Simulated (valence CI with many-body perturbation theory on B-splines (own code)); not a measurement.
**Ba6+: E2, M1 decay**

Level of theory: relativistic CI+MBPT: four valence electrons over a frozen Dirac-Fock core [Kr] 4d10, a basis of 8 s, 8 p, 9 d, 9 f, 6 g, 3 h, 2 i functions for each j, with the one-electron correlation potential Σ1 (screened to all orders), the two-electron term Σ2, the three-electron term Σ3, Breit, model QED; selected single and double excitations, second order for the rest, scaled by the run's own slope (own B-spline code, finite nucleus).

Against 25 measured levels this calculation errs by 308 cm⁻¹ on average and by 741 at most. These come from a selection out of Sansonetti and Curry, J. Phys. Chem. Ref. Data 39, 043103 (2010). Levels without a partner in it may be off by more, other configurations by several thousand cm⁻¹. 1 measured level below the end of the list, from 223820 cm⁻¹ on, found no clear computed partner.

Lines 1 to 25 of 25 in falling wavelength, among levels below 303520 cm⁻¹, chosen from the decays that carry over 1 % of a level's rate. Wavelengths and rates use the calculated energies, so an error of 300 cm⁻¹ moves a line at 475.8 nm by 1.4 % and its rate by three times that or more. Electric multipoles are in the length gauge, E1 and E2 with the static RPA response of the core. Weak lines are less certain than strong ones. Lines between different terms over intervals too small for the method are left out, as are lines whose strength nearly cancels. Branching is blank where the lifetime is uncertain.

Names give the largest LS component (configuration and term), which can be under half, so a name can repeat, a term be missing and a line seem to break the LS rules; names also repeat where a configuration has a term twice. Letters in brackets count levels of one name in rising energy.

```tsv
λ vac (nm)	λ from measured levels	Upper	Lower	Type	A (s⁻¹)	Branch %
1661	1669	5s²5p² ³P_2	5s²5p² ³P_1	M1	1.73e+00	77.6
645.7	644.9	5s²5p² ³P_1	5s²5p² ³P_0	M1	5.80e+01	100.0
515.7		4f5s²5p ³G_5	4f5s²5p ³G_4	M1	7.48e+01	
475.8	475.9	5s²5p² ¹D_2	5s²5p² ³P_2	M1	9.14e+01	44.7
465.0	465.1	5s²5p² ³P_2	5s²5p² ³P_0	E2	4.97e-01	22.3
369.8	370.3	5s²5p² ¹D_2	5s²5p² ³P_1	M1	1.11e+02	54.1
252.1	252.6	5s²5p² ¹S_0	5s²5p² ³P_2	E2	2.81e+01	3.9
218.9	219.4	5s²5p² ¹S_0	5s²5p² ³P_1	M1	6.83e+02	95.7
93.98		4f5s²5p ³G_3 [a]	5s²5p² ¹D_2	E2	1.10e+02	2.2
89.66		4f5s²5p ³G_4	5s²5p² ¹D_2	E2	3.40e+01	1.2
79.24		4f5s²5p ¹D_2	5s²5p² ¹S_0	E2	3.59e+03	2.2
78.48		4f5s²5p ³G_3 [a]	5s²5p² ³P_2	E2	9.80e+02	19.5
75.44		4f5s²5p ³G_4	5s²5p² ³P_2	E2	2.81e+03	98.8
72.99		4f5s²5p ³F_3	5s²5p² ³P_1	E2	4.03e+03	3.1
72.30		4f5s²5p ³F_2	5s²5p² ³P_1	E2	1.65e+03	4.2
71.05		4f5s²5p ¹G_4	5s²5p² ¹D_2	E2	5.43e+03	7.5
67.93		4f5s²5p ³G_3 [b]	5s²5p² ³P_2	E2	2.16e+03	1.9
66.90		4f5s²5p ³F_4	5s²5p² ³P_2	E2	2.60e+03	1.9
65.26		4f5s²5p ³G_3 [b]	5s²5p² ³P_1	E2	2.29e+03	2.0
65.02		4f5s²5p ³F_2	5s²5p² ³P_0	E2	7.31e+03	18.6
64.53		4f5s²5p ³D_2	5s²5p² ³P_2	E2	3.48e+03	1.8
63.45		4f5s²5p ³D_1	5s²5p² ³P_2	E2	1.15e+03	1.0
62.12		4f5s²5p ³D_2	5s²5p² ³P_1	E2	3.30e+03	1.8
61.81		4f5s²5p ¹G_4	5s²5p² ³P_2	E2	3.07e+03	4.3
61.12		4f5s²5p ³D_1	5s²5p² ³P_1	E2	7.05e+03	6.4
```
